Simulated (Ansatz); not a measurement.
One change: `C#[C][In]([F])[Cl]` becomes `C#[C][Al]([F])[Cl]`.

Ansatz, PBE0-D4/def2-TZVP geometries, multiplicity 1. 

Elements past krypton have def2 core potentials.

```csv
property,`C#[C][In]([F])[Cl]`
size of the dipole moment (ωB97M-V/def2-TZVPP) / D,3.21
HOMO–LUMO gap (ωB97M-V/def2-TZVPP) / eV,10.93
LUMO energy (PBE0/def2-TZVPP) / eV,-1.98
LUMO energy (B3LYP/def2-TZVPP) / eV,-2.29
size of the dipole moment (B3LYP/def2-TZVPP) / D,3.20
LUMO energy (ωB97M-V/def2-TZVPP) / eV,-0.30
```

**Question.** What does the change do to each property? (Estimate.)

**Answer.** Computed: 
```json
{"property": "size of the dipole moment (ωB97M-V/def2-TZVPP) / D", "`C#[C][Al]([F])[Cl]`": "2.02", "shift": "-1.19"}
{"property": "HOMO–LUMO gap (ωB97M-V/def2-TZVPP) / eV", "`C#[C][Al]([F])[Cl]`": "11.34", "shift": "0.41"}
{"property": "LUMO energy (PBE0/def2-TZVPP) / eV", "`C#[C][Al]([F])[Cl]`": "-1.49", "shift": "0.49"}
{"property": "LUMO energy (B3LYP/def2-TZVPP) / eV", "`C#[C][Al]([F])[Cl]`": "-1.71", "shift": "0.58"}
{"property": "size of the dipole moment (B3LYP/def2-TZVPP) / D", "`C#[C][Al]([F])[Cl]`": "2.04", "shift": "-1.16"}
{"property": "LUMO energy (ωB97M-V/def2-TZVPP) / eV", "`C#[C][Al]([F])[Cl]`": "0.32", "shift": "0.62"}
```

With PBE0 the HOMO rises by 0.20 eV and the LUMO rises by 0.49 eV, so the gap widens by about 0.29 eV. PBE moves the HOMO by 0.20 eV and ωB97M-V by 0.21 eV. Dipoles are sizes alone; their direction can turn.

B3LYP here is the variant with VWN-RPA as its local correlation; programs differ in this.
